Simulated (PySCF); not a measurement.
First hyperpolarisability: SMILES c1cc(Cl)ccc1Br, C6H4BrCl

Cartesian coordinates in Å; atom numbers follow the order of the lines, from 1:
```xyz
12

Cl   -4.094   -0.245    0.017
C    -2.364   -0.266    0.024
C    -1.658    0.936    0.023
C    -0.266    0.918    0.028
C     0.408   -0.302    0.034
Br    2.293   -0.327    0.041
C    -0.297   -1.505    0.034
C    -1.689   -1.487    0.029
H    -2.200    1.883    0.019
H     0.294    1.854    0.028
H     0.240   -2.455    0.039
H    -2.255   -2.419    0.030
```

The calculation used PySCF 2.14.0, quadratic response CAM-B3LYP/aug-cc-pVDZ first hyperpolarisability, Taylor convention, gas phase. Geometry: PBE0-D3(BJ)/def2-SVP.

The calculation is non-relativistic, which matters for the atoms heavier than Zn.

(1) What is the first hyperpolarisability, and how does it disperse?

(2) Which lowest excitations, dipole and polarisabilities go with it?

Results:

(1) In au, Taylor convention; the vector part is βᵢ = ⅓ Σⱼ (βᵢⱼⱼ + βⱼᵢⱼ + βⱼⱼᵢ):
```tsv
process	λ (nm)	β vector norm	β HRS	depolarisation ratio
static β(0;0,0)	∞	93.8	34.8	8.13
second harmonic β(−2ω;ω,ω)	1907	95.9	35.7	7.86
Pockels β(−ω;ω,0)	1907	94.5	–	–
second harmonic β(−2ω;ω,ω)	1064	100.2	37.6	7.13
Pockels β(−ω;ω,0)	1064	96.1	–	–
```

(2) S1 5.07 eV (f = 0.006); S2 5.58 eV (f = 0.243); S3 5.65 eV (f = 0.000); dipole 0.02 D; isotropic α 106.0 au static, 106.4 au at 1907 nm, 107.3 au at 1064 nm, 107.7 au at 953.5 nm, 111.9 au at 532 nm.
